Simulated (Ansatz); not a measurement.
This triplet is an excited state, 1.14 eV above the relaxed singlet at the level frozen-core CCSD(T)/cc-pVTZ // PBE0-D3(BJ)/def2-TZVP (Ansatz, a first-principles code).

Species: CH5NSi, SMILES `N[C][SiH3]` (excited triplet) (charge 0, multiplicity 3).

Q: Give a relaxed geometry from PBE0-D3(BJ)/def2-TZVP (Ansatz).

A: the end point of this relaxation (outside a Z-matrix the atoms follow the SMILES, hydrogens last).
Z-matrix (Å, degrees):
```
C
N 1 1.3524
H 2 1.0114 1 118.80
H 2 1.0114 3 113.44 1 -146.91
Si 1 1.8232 2 141.24 3 -72.95
H 5 1.4835 1 108.55 2 179.42
H 5 1.4950 6 108.44 1 -121.75
H 5 1.4951 6 108.44 7 -116.36
```
